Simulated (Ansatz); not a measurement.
**A reaction path, image by image**

CH6Sn, closed shell, from a complex of CH₄Sn ([CH3][SnH]) + H₂ to a complex of SnH₂ + CH₄; PBE0-D4/def2-SVP (Ansatz 0.2.0). Settings:

```yaml
hamiltonian: {xc: pbe0, dispersion: d4}
neb:
  images: 5
  climbing: true
  max_iterations: 40
  initial_path: idpp
```

First end:

```
8
angstrom
Sn -1.0709 0.9117 0.2718
C 1.0583 0.4833 -0.0446
H -1.3212 -1.5417 0.3453
H -1.4083 -1.3816 1.0828
H -1.5444 0.2191 -1.2961
H 1.4271 1.2227 -0.7642
H 1.2302 -0.5048 -0.4729
H 1.6296 0.5912 0.8779
```

Second end:

```xyz
8
angstrom
Sn -1.3314 1.4295 0.4748
C 1.0495 -0.4649 -0.0799
H 0.1333 -0.7259 0.4637
H -2.1194 -0.0221 1.1230
H -1.7988 0.9718 -1.1725
H 0.9007 0.3641 -0.7763
H 1.3317 -1.3421 -0.6620
H 1.8346 -0.2105 0.6292
```

The ends were relaxed with PBE0-D4 in triple zeta, so they are not quite minima here (largest force components 0.43 and 0.24 eV/Å).

Energies along the converged band: It took 14 iterations. Path lengths are measured after rigid turns and shifts between images are taken out.
```tsv
image	path length (Å)	energy (eV)
0	0.00	0.000
1	0.60	0.030
2	1.21	0.266
3 (climbing)	1.81	0.821
4	2.34	-0.079
5	2.87	-0.497
6	3.40	-0.547
```
Energies count from the first end.

The images between the ends:
Image 1:
```xyz
8
angstrom
Sn -1.0764 1.0097 0.3105
C 1.0089 0.3580 -0.0807
H -0.9053 -1.3518 0.5309
H -1.5036 -1.2530 1.0088
H -1.6540 0.4278 -1.2742
H 1.4271 1.0393 -0.8395
H 1.0836 -0.6621 -0.4862
H 1.6200 0.4321 0.8303
```

Image 2:
```xyz
8
angstrom
Sn -1.0905 1.0723 0.4051
C 0.9447 0.1877 -0.0935
H -0.6486 -0.9928 0.5457
H -1.3597 -1.0850 0.8838
H -1.7729 0.5758 -1.1656
H 1.3271 0.8223 -0.9021
H 0.9992 -0.8533 -0.4587
H 1.6009 0.2728 0.7852
```

Image 3:
```xyz
8
angstrom
Sn -1.1797 1.1032 0.5350
C 0.9045 -0.0274 -0.0946
H -0.3938 -0.6643 0.4392
H -1.3065 -0.8270 0.8789
H -1.8078 0.7066 -1.0817
H 1.1578 0.6506 -0.9217
H 1.0158 -1.0507 -0.4915
H 1.6098 0.1088 0.7363
```

Image 4:
```xyz
8
angstrom
Sn -1.2193 1.1982 0.6092
C 0.9131 -0.2277 -0.1154
H -0.1233 -0.4988 0.3235
H -1.5206 -0.5609 1.0185
H -1.7896 0.8462 -1.0390
H 1.0497 0.5105 -0.9225
H 1.0498 -1.2180 -0.5588
H 1.6404 -0.0496 0.6845
```

Image 5:
```xyz
8
angstrom
Sn -1.2806 1.3380 0.6269
C 0.9910 -0.3812 -0.1470
H -0.0080 -0.5455 0.3060
H -1.8321 -0.2771 1.1553
H -1.8041 0.9714 -1.0350
H 1.0096 0.4201 -0.8982
H 1.1958 -1.3352 -0.6489
H 1.7286 -0.1905 0.6406
```

The band counts as converged below 0.05 eV/Å. The run took about 2.1 min on 2 CPU threads of an Arm Neoverse V2 (shared host).
